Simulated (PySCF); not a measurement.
# Working out the ionisation energy of W+

W+ [Xe] 4f14 5d4 6s1 (6D) → W(2+) [Xe] 4f14 5d4 (5D). Computed with PySCF 2.14 in aug-cc-pVDZ-PP with ECP60MDF (5s5p4d2f, 54 functions), with scalar relativity through the core potential. Frozen: 5s2 5p6. Energies in hartree (1 hartree = 27.21139 eV):

```
             part  W+ (lower)  W(2+) (upper)
              UHF  -66.458713     -65.908227
MP2 opposite-spin    0.000000       0.000000
    MP2 same-spin   -0.039871      -0.023602
```

Problem. What does Hartree-Fock give?

Solution. (-65.908227) − (-66.458713) = 0.550486 hartree = 14.979 eV.

Problem. What do MP2 and SCS-MP2 (6/5 opposite-spin, 1/3 same-spin) give?

Solution. The opposite-spin parts differ by 0.000 eV and the same-spin parts by 0.443 eV. MP2: 14.979 + (0.000) + (0.443) = 15.422 eV. SCS-MP2: 14.979 + 1.2 × (0.000) + (0.443)/3 = 15.127 eV.

Reference: 16.37 ± 0.15 eV (semi-empirical (NIST evaluation); NIST Atomic Spectra Database, ionization energies), between the lowest levels; spin-orbit coupling is absent from the calculation.

A double-zeta basis recovers only part of the correlation energy.

What remains against the reference includes basis incompleteness, the frozen core and correlation beyond second order.
